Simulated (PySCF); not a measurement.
NbBr5, SMILES [Br][Nb]([Br])([Br])([Br])[Br], multiplicity 1.

Geometry optimised at PBE0-D3(BJ)/def2-SVP. The spin state was assumed, not searched. The def2 effective core potentials stand for the cores of Nb; spin–orbit coupling is left out.

Computed with PBE/def2-TZVP in PySCF.

```yaml
total_energy: -12926.14860 hartree
point_group: D3h
highest_occupied_level: -7.07 eV
lowest_empty_level: -4.89 eV
orbital_gap: 2.19 eV
dipole_moment: 0.00 D
quadrupole, principal values (traceless, Buckingham form, about the centre of nuclear charge): -4.70, 2.35, 2.35 D·Å
```
